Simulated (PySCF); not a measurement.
C₂H₄ClFSi, SMILES C=C[Si@@H](Cl)F.

Geometry: B3LYP-D3(BJ)/def2-SVP. The structure was generated by enumeration; whether it is a known compound was not checked. The values are those of a single conformer.

All values below come from M06-2X/def2-TZVP in PySCF.

Isolated molecule, no solvent.

Q: Estimate the frontier levels, gap, dipole moment and polarisability. (An estimate is asked for; the answer gives what the named calculation found.)

A: 
| Item | Result |
|---|---|
| highest occupied level | -9.75 eV |
| lowest empty level | -0.19 eV |
| orbital gap | 9.56 eV |
| dipole moment | 2.24 D |
| quadrupole, principal values (traceless, Buckingham form, about the centre of nuclear charge) | -3.79, -0.77, 4.56 D·Å |
| mean static polarisability | 57.9 bohr³ (8.58 Å³) |
| polarisability, principal values | 48.2, 50.1, 75.3 bohr³ |
